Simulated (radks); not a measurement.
Results of a calculation; reference values are marked as such.
Problem. All-electron atom: neutral gadolinium in [Xe] 4f7 6s2 6p1 (not the ground configuration). Level of theory: non-relativistic Kohn-Sham, r2SCAN, spin-polarised, spherical densities, point nucleus; open shells are filled with parallel spins first (spin-orbit coupling, left out, can overturn this in heavy ions); meta-GGA in the generalised Kohn-Sham scheme; relativity is left out, which matters for an element this heavy (a radial shooting solver on a logarithmic mesh with Libxc functionals). Some entries of the table are withheld. Estimate them.

orbital  occ.  eigenvalue (Ry)  <r> (bohr)  <1/r> (bohr^-1)
1s up       1        -3465.397     0.02371            63.45
1s down     1        -3465.395     0.02371            63.45
2s up       1        -553.6239      0.1009            14.76
2s down     1        -553.6227      0.1009            14.76
2p up       3        -526.3978     0.08561            14.77
2p down     3        -526.3959     0.08561            14.77
3s up       1        -122.9891      0.2603            5.575
3s down     1        -122.6765      0.2599            5.584
3p up       3        -110.8607      0.2502            5.505
3p down     3        -110.5733      0.2499            5.514
3d up       5        -88.31541      0.2224            5.396
3d down     5        -88.10570      0.2220            5.404
4s up       1        -25.04376      0.5871            2.373
4s down     1        -24.44228      0.5874            2.370
4p up       3        -20.25883      0.6012            2.278
4p down     3        -19.65318      0.6017            2.274
4d up       5        -11.75452      0.6364            2.072
4d down     5        -11.14461      0.6382            2.067
5s up       1         -3.66386       1.402           0.9356
5s down     1         -3.43370       1.441           0.9035
5p up       3         -2.32747       1.560           0.8345
5p down     3         -2.15173       1.610           0.8024
4f up       7         -1.42367      0.8069            1.591
4f down     0         -0.86388      0.8571            1.538
6s up       1         -0.40393         (1)           0.3080
6s down     1         -0.33547         (2)           0.3048
6p up       1         -0.19433       4.900           0.2513
6p down     0         -0.12972       4.942           0.2489

Solution. 
(1) 6s up <r> (bohr): 4.028
(2) 6s down <r> (bohr): 4.080
